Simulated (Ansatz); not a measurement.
Ideal-gas functions of H4O4Ti, SMILES `[OH][Ti]([OH])([OH])[OH]` at 800 K and 1 bar, from an Ansatz frequency run at PBE0-D4/def2-TZVP.

Molar mass 115.9 g/mol, point group S4 (symmetry number 2), electronic degeneracy 1, moments of inertia 154.055, 154.061, 158.345 u Å². Harmonic wavenumbers (cm⁻¹, unscaled): 158, 176, 176, 176, 221, 235, 262, 262, 304, 455, 455, 471, 479, 717, 768, 788, 788, 3928, 3929, 3929, 3936.

Use S(trans) = R[1.5 ln M + 2.5 ln T − 1.1517]; rotational temperatures θ = 24.2544 K / I; S(rot) = R[ln(√π/σ · √(T³/θAθBθC)) + 1.5]; for each mode x = 1.438777 ν̃/T, S = R[x/(eˣ − 1) − ln(1 − e⁻ˣ)] and H = RT x/(eˣ − 1); 1 cm⁻¹ = 0.0119627 kJ/mol; R = 8.31446 J/(mol·K).

Q: By hand: the entropy, in J/(mol·K).

A: Translation 188.6. Rotation: θ = 0.1574, 0.1574, 0.1532 K, giving 118.0. Vibration, mode by mode: 18.80, 17.91, 17.91, 17.91, 16.04, 15.54, 14.65, 14.65, 13.44, 10.21, 10.21, 9.94, 9.81, 6.75, 6.26, 6.08, 6.08, 0.06, 0.06, 0.06, 0.06, in all 212.4. Electronic 0.0. Sum 519.0 J/(mol·K).

Q: By hand: H − E and G − E in kJ/mol, counted from the electronic energy.

A: Zero-point energy ½ × 22613 × 0.0119627 = 135.3; thermal vibration 78.4; translation, rotation and pV give 4 RT = 26.6. H − E = 240.3 kJ/mol, and G − E = 240.3 − 800 × 519.0/1000 = -174.9 kJ/mol.

Vibration gives 41 % of the entropy. The sum counts one conformer and one mirror image; others add a mixing term.
